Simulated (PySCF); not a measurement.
Calculation: PBE-D3(BJ)/def2-TZVP // PBE0-D4/def2-TZVP (PySCF). Isolated molecules, 0 K electronic values unless said otherwise. One relaxed conformer stands for a flexible species; it need not be the lowest. Excitations are Tamm–Dancoff values on a coarser integration grid. The basis has no diffuse functions, so Rydberg states are missing or too high.

Reference species (SMILES): `[SiH3]Cl` (neutral, multiplicity 1).

```json
{
 "HOMO": "-7.65 eV",
 "S1 excitation (TDA)": "6.81 eV",
 "T1 excitation (TDA)": "6.46 eV"
}
```

Changed species: `[SiH2](NC)Cl` (C–N–Si–Cl torsion 69°) (X = methylamino; the reference has X = H).

### Question
Predict the effect on the HOMO, S1 excitation (TDA) and T1 excitation (TDA).

### Answer
the HOMO rises by 1.69 eV, to -5.96 eV; the S1 excitation (TDA) drops by 1.00 eV, to 5.81 eV; the T1 excitation (TDA) decreases by 0.96 eV, to 5.50 eV.
